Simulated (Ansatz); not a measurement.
Stepwise reaction of `[Cl][GeH3]` with hydrogen fluoride, as a gas-phase model of exchange steps in deposition or etching. ΔE in kJ/mol; ΔG adds harmonic PBE0-D4 terms to CCSD(T)/CBS, at 1 bar.

Isolated molecules relaxed with PBE0-D4/def2-TZVP in Ansatz; ΔE leaves out vibrations. CCSD(T)/CBS adds triple-zeta CCSD(T) − MP2 to the extrapolated MP2 energy (def2 sets, frozen cores). This one scheme is used for every species. Functionals use def2-TZVPP. B3LYP here is the variant with VWN-RPA as its local correlation; programs differ in this. For Ge outer-core shells are correlated without core-valence functions, which leaves a few kJ/mol of doubt a bond. Scalar relativity is left out up to krypton.

```csv
step,reaction,PBE-D4,B3LYP-D4,ωB97M-V,CCSD(T)/CBS,ΔG(400 K)
1,`[Cl][GeH3]` + H–F → `[F][GeH2][Cl]` + H₂,-42.2,-45.6,-44.3,-37.7,-42.6
2,`[F][GeH2][Cl]` + H–F → `[F][GeH]([F])[Cl]` + H₂,-46.2,-48.9,-48.9,-42.8,-44.2
3,`[F][GeH]([F])[Cl]` + H–F → `[F][Ge]([F])([F])[Cl]` + H₂,-28.2,-31.0,-32.3,-26.7,-24.2
```

(1) By hand: ΔE of the 3 steps together at CCSD(T)/CBS.

Results:

(1) (-37.7) + (-42.8) + (-26.7) = -107.2 kJ/mol, or -35.7 kJ/mol a step.

In ΔE step 2 is the lowest and step 3 the highest. All are downhill at CCSD(T)/CBS. ΔG lies between -44.2 and -24.2 kJ/mol a step. PBE-D4 differs from CCSD(T)/CBS by -4.5 to -1.5 kJ/mol a step. Isolated molecules leave out the surface, adducts and barriers. Largest T1 diagnostic: 0.012.
